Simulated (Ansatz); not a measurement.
Saddle point of GaHCl$_{3}$F, singlet (GaCl₃ ([Cl][Ga]([Cl])[Cl]) + HF → GaCl₂F ([F][Ga]([Cl])[Cl]) + HCl (still joined by a long Ga–Cl bond); bonds formed: Cl2–H5; dative contacts that become bonds: Ga1–F6; bonds broken: H5–F6; bonds weakened to dative contacts: Ga1–Cl2), PBE0-D4/def2-TZVP structure:

```tsv
atom	x (Å)	y (Å)	z (Å)
Ga1	-0.3201	0.4628	-0.2408
Cl2	-0.1400	-1.7246	0.7990
Cl3	-0.9141	0.2500	-2.2557
Cl4	-1.1696	1.8316	1.1239
H5	1.0522	-1.0088	0.5510
F6	1.4917	0.1890	0.0225
```

Energies are electronic, without zero-point energy. Barriers and step energies count from the start structure reached by relaxing down the imaginary mode; all methods use the PBE0-D4 structures, on which another method's saddle can fall below an end. Computed with Ansatz 0.2.0 (basis: def2-TZVPP, with def2-QZVPP for the basis limit); correlated methods freeze the cores. Filled d shells of the heavier atoms are correlated. The def2 sets are not built for correlating such inner shells, so the correlated values are less sure here. B3LYP uses VWN-RPA correlation. Extrapolation: Hartree–Fock as exp(−7.88 √X), correlation as X^−2.97.

```tsv
method	barrier (kJ/mol)	step energy (kJ/mol)
SPW92	22.4	38.2
PBE-D4	35.6	35.2
BLYP-D4	39.3	29.7
r2SCAN-D4	40.6	35.7
B97M-V	?	35.7
PBE0-D4	47.6	40.2
B3LYP-D4	?	34.1
r2SCAN0-D4	?	40.3
BHLYP-D4	60.8	38.4
CAM-B3LYP-D4	48.1	33.4
wB97X-V	50.9	34.7
wB97M-V	52.9	38.3
B2PLYP	49.8	35.0
PBE-QIDH	53.0	41.3
RPA on PBE	47.6	31.5
HF	85.5	41.0
MP2	51.1	38.9
CCSD	58.8	36.7
CCSD(T)	52.7	36.5
```

**Question.** Fill in the withheld barriers. (To be estimated.)

**Answer.** The calculation gives: B3LYP-D4 48.2; B97M-V 51.5; r2SCAN0-D4 50.5 kJ/mol. Each is the energy of the saddle less that of the start structure, by the same method.

For comparison, the barrier by CCSD(T) at an estimated basis limit (MP2 extrapolated from triple and quadruple zeta, plus CCSD(T) − MP2 in triple zeta) is 54.9 kJ/mol.

No T1 diagnostic of these runs exceeds 0.012.

Labels in which every atom is bracketed show which atoms are joined, not bond orders.

For scale, one of the runs: CCSD(T)/def2-TZVPP, 219 basis functions, launched by `ansatz run in.yaml --threads 8 --pin off --events-out ev --progress --plain --max-ram 19148MiB`. The run took 96 s on 8 CPU threads of an Intel Xeon (shared host), with 3.2 GiB of host memory at its peak.
